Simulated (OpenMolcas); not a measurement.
## Nd III: effect of the IPEA shift

| Property | Result |
| --- | --- |
| Program | OpenMolcas |
| Basis | ANO-RCC-VTZP [8s7p5d3f2g1h] |
| Scalar Hamiltonian | DKH2, point nucleus |
| Active space | 4 electrons in 7 orbitals (4f) |
| State averaging | 2S+1 = 5 even, 35 roots; 2S+1 = 3 even, 210 roots (159 in the spin-orbit step); 2S+1 = 1 even, 196 roots (105 in the spin-orbit step) |
| Spin-orbit coupling | RASSI with atomic mean-field integrals over the reference wave functions, term energies averaged over their components |

Methods on the same reference wave functions:
A. CASSCF
B. MS-CASPT2, IPEA 0 Eh, imaginary shift 0.1 Eh (closed shells correlated: 5s 5p)
C. MS-CASPT2, IPEA 0.25 Eh, imaginary shift 0.1 Eh (closed shells correlated: 5s 5p)

Energies in cm-1 above 4f4 5I4, the measured ground level; measured values from Ding et al., The Spectrum and Energy Levels of the Low-lying Configurations of Nd III (preprint, 2023).

```
            Level      A      B      C  Measured
          4f4 5I4    0.0    0.0    0.0       0.0
          4f4 5I5   1195   1246   1233      1138
          4f4 5I6   2536   2610   2590      2388
          4f4 5I7   3989   4030   4030      3715
          4f4 5I8   5522   5500   5520      5093
          4f4 5F1  14454  12420  11690          
          4f4 5F2  14871  12770  12080     10774
          4f4 5F3  15557  13540  12790     11425
          4f4 5S2  16163  13450  14440          
   4f4 5F4 [63 %]  16388  14100  13570     12181
       4f4 3K6(1)  17447  13040  14520     14064
          4f4 5F5  17455  15280  14650     13210
       4f4 3K7(1)  18632  14320  15740     15154
       4f4 3K8(1)  20033  15800  17130     16459
4f4 3H4(1) [54 %]  20287  15320  15980          
          4f4 5G2  21508  18400  18080          
4f4 3H5(1) [67 %]  22158  17180  17990     16622
          4f4 3L7  24284  20450  21340          
   4f4 5G5 [56 %]  24581  21100  21070     18313
4f4 3H6(1) [70 %]  24638  19540  20560          
   4f4 3D2 [52 %]  25126  19210  20190          
          4f4 3L8  25394  21590  22450          
   4f4 5G6 [70 %]  26120  23010  22660          
          4f4 3L9  26418  22680  23480
```

Deviations, from unrounded energies. A percentage is the sum of absolute deviations over the sum of measured energies, with the sign that they share, or ± where signs differ.

```
                        Against measurement  Levels      A      B     C
             mean absolute deviation (cm-1)      13   3100   1200   950
      fine structure of the ground term (%)       4   +7.4   +8.5  +8.5
other terms of the ground configuration (%)       9  +30.4  ±10.9  +8.9
```

C lies closest to measurement on these levels and A furthest from it. The largest miss of C in the table is 4f4 5G5 [56 %], by +2800 cm-1. The ranking rests on the paired levels alone, and a cruder setting can come out closer through cancelling errors.

Between B and C the level of the table that moves most is 4f4 3K6(1), by 1500 cm-1 (lowest in B, highest in C). Moves below CASPT2's spread within the term are not significant.

The mean deviations of B to C differ by less than CASPT2's widest spread within a term (1600 cm-1), so their order carries little weight.

From A to B the spin-free energies of the other terms of 4f4 shown, above 5I, scale by factors of 0.72 to 0.86, as is usual when dynamic correlation screens the repulsion within a d or f shell.

The lowest spin-free term lies below A's lowest term by 0.377 hartree in B, 0.365 hartree in C.

Term energies are means over components that CASPT2 splits; among the terms shown or strongly mixed into the levels shown the widest spread is 1600 cm-1 (4f4 5I, C). Over all roots computed the reference weight is 0.84 to 0.90 in B; the roots of lowest weight are the least certain, and an intruder state may touch them. High states are left out of the spin-orbit mixing, which shifts the levels that they would mix with. Some levels mix across a computed gap that differs much from the measured one, so their mixing is not that of the real levels. The CASPT2 spread within a term exceeds the gap to the next term for 4f4 5F and 4f4 3K(1), 4f4 3D and 4f4 5G, 4f4 5G and 4f4 3P and others, so the order of their levels is uncertain, and so are names and mixing where such terms share a J (figures for B; the like holds for C). Without dynamic correlation excited terms often stand tens of per cent too high (terms of higher spin than the ground term too low), and those without a measured partner can miss by more than the paired ones (holds for A). Blocks of more than 70 roots (2S+1 = 3 even, 1 even) ran without multistate coupling (holds for B; C). Some terms miss by over 15 % even with CASPT2, which points to a basis or an active space too small for the shells correlated (holds for B; C). Measured partners are found by configuration, term and J. A level has none where our copy of the source lacks it or the pairing is in doubt (some pairs that miss far off the trend of their configuration count as doubtful), and it then counts in no deviation. Levels of configurations outside the active space are missing. The table leaves out levels that lie high or whose names do not pair safely across all columns.

A share in square brackets marks a mixed level and gives the weight of the term that names it, the lowest over the columns. A number in round brackets counts repeated terms of one configuration in the order of the reference energies.
